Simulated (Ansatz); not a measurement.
Geometry optimisation, RHF/def2-SVP (Ansatz).

Input file:

```yaml
crystal:
  periodic: [false, false, false]
  atoms:
    - { symbol: W, position_ang: [-0.197312, -0.285161, 0.12241] }
    - { symbol: H, position_ang: [0.65606, -0.534516, 1.594561] }
    - { symbol: H, position_ang: [1.438816, -0.192641, -0.133768] }
    - { symbol: H, position_ang: [0.33484, 0.779984, -1.027717] }
    - { symbol: H, position_ang: [-1.212654, 1.083018, 0.010057] }
    - { symbol: H, position_ang: [-1.076463, -1.687426, -0.325259] }
    - { symbol: H, position_ang: [0.379569, -0.964455, -1.270545] }
    - { symbol: S, position_ang: [1.268629, 2.312328, 2.169275] }
    - { symbol: H, position_ang: [2.307366, 2.353302, 1.32861] }
    - { symbol: H, position_ang: [1.399048, 0.971667, 2.418075] }
basis:
  gaussian: { orbitals: def2-SVP }
hamiltonian:
  xc: hf
relax:
  f_tol: 0.03
  max_steps: 50
output:
  orbitals: {}
```

Command:

```bash
$ ansatz run input.yaml --threads 1 --pin off --max-ram 2048MiB --backend cpu --events-out ev --progress --plain --runs-dir out
```

**Question.** Where does it end, and by what steps?

**Answer.** The run converged. After 14 steps the energy has fallen by 0.368 eV; H9 moved furthest, 1.05 Å. Joined: W1–S8 (3.62 → 2.87 Å).

```
step  energy less start (eV)  largest force component (eV/Å)  accepted
   0                  0.0000                           1.143       yes
   1                 -0.0824                           0.678       yes
   2                 -0.1285                           0.868       yes
   3                 -0.1551                           0.879       yes
   4                 -0.2000                           0.677       yes
   5                 -0.2595                           0.516       yes
   6                 -0.2786                           0.576       yes
   7                 -0.2849                           0.559       yes
   8                 -0.3216                           0.169       yes
   9                 -0.3248                           0.130       yes
  10                 -0.3445                           0.113       yes
  11                 -0.3557                           0.372       yes
  12                 -0.3674                           0.031       yes
  13                 -0.3674                           0.052       yes
  14                 -0.3682                           0.003       yes
```

```xyz
10
Properties=species:S:1:pos:R:3
W -0.117 -0.226 0.172
H 0.406 -0.938 1.647
H 1.524 -0.488 0.106
H 0.791 0.767 -0.806
H -0.901 1.297 0.018
H -1.277 -1.352 -0.448
H 0.421 -0.931 -1.228
S 0.944 1.722 1.990
H 1.333 2.713 1.188
H 2.173 1.271 2.246
```

Run time: 12 s on 1 thread of AMD EPYC 9B45 (Zen 5), with other jobs on the host, peak memory 0.17 GiB.
